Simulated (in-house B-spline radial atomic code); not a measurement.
Binding energies in Sc II (Sc+)

NIST's tabulated ground configuration is [Ar] 3d1 4s1; each binding energy is the energy of the ion with one electron taken from that subshell, relaxed, less that of the parent. Level of theory: Dirac-Kohn-Sham LDA VWN5, spherical fractional occupations, Fermi nucleus of rms radius 3.5459 fm; calculated with a radial B-spline atomic code at the basis-set limit. Energies include first-order Breit, QED and recoil terms.

```csv
subshell,X-ray name,binding energy (eV),-ε (eV),relaxation (eV)
1s,K,4510,4391.7,-123.2
2s,L1,501.6,480.0,-22.0
2p1/2,L2,423.1,398.1,-25.3
2p3/2,L3,418.4,393.5,-25.1
3s,M1,69.71,61.79,-7.95
3p1/2,M2,48.53,40.98,-7.57
3p3/2,M3,47.99,40.47,-7.54
3d,"M4,5",16.39,10.23,-6.14
4s,N1,12.95,9.95,-3.00
```

Relaxation = -ε minus the binding energy without Breit, QED and recoil terms. With a density functional, K lines can miss by some tenths of a per cent, more in light atoms. For a density functional the relaxation so defined is negative, because -ε of a Kohn-Sham level is smaller than the binding energy.

Emission lines follow as differences of binding energies, with λ = 12398.42 eV·Å / E:

| line | holes | energy (eV) | wavelength (Å) |
| --- | --- | --- | --- |
| K-L3 | 1s → 2p3/2 | 4091.6 | 3.0302 |
| K-L2 | 1s → 2p1/2 | 4086.9 | 3.0337 |
| K-M3 | 1s → 3p3/2 | 4462.0 | 2.7787 |
| L1-M3 | 2s → 3p3/2 | 453.6 | 27.333 |
| L3-M1 | 2p3/2 → 3s | 348.7 | 35.557 |

(1) What screening constant σ does Moseley's law, E = (3/4)·13.6057 eV·(Z - σ)², need for K-L3?

(2) What does it cost to remove two 2p3/2 electrons?

(3) What does it cost to remove both a 2p3/2 and a 2p1/2 electron?

(4) What does it cost to remove both a 3s and a 3p1/2 electron?

Results:

(1) σ = 0.98.

(2) 889.78 eV, which is 53.06 eV more than the two single binding energies together.

(3) 894.71 eV, which is 53.27 eV more than the two single binding energies together.

(4) 135.03 eV, which is 16.8 eV more than the two single binding energies together.
